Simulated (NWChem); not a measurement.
System: GeSiN₂H₆; SMILES [NH]1[SiH2][NH][GeH2]1

```xyz
10

N     -0.0633    -1.2384    -0.4229
Si     0.0000     0.0000    -1.6612
N      0.0633     1.2384    -0.4229
Ge     0.0000     0.0000     0.9807
H      0.4064    -2.1344    -0.4214
H     -1.1910     0.1062    -2.5563
H      1.1910    -0.1062    -2.5563
H     -0.4064     2.1344    -0.4214
H      1.2694    -0.0755     1.8749
H     -1.2694     0.0755     1.8749
```
Atoms are numbered in this order, from 1.

All runs: NWChem. Pople sets run with spherical d functions. All runs use the structure optimised with B3LYP/6-31G* (spherical d).

For level B3LYP/6-311G**:

```yaml
highest occupied level (eV): -6.75
```

### Question
How do the values read with level B3LYP/6-31G* instead?

### Answer
The highest occupied level (eV) is -6.57.
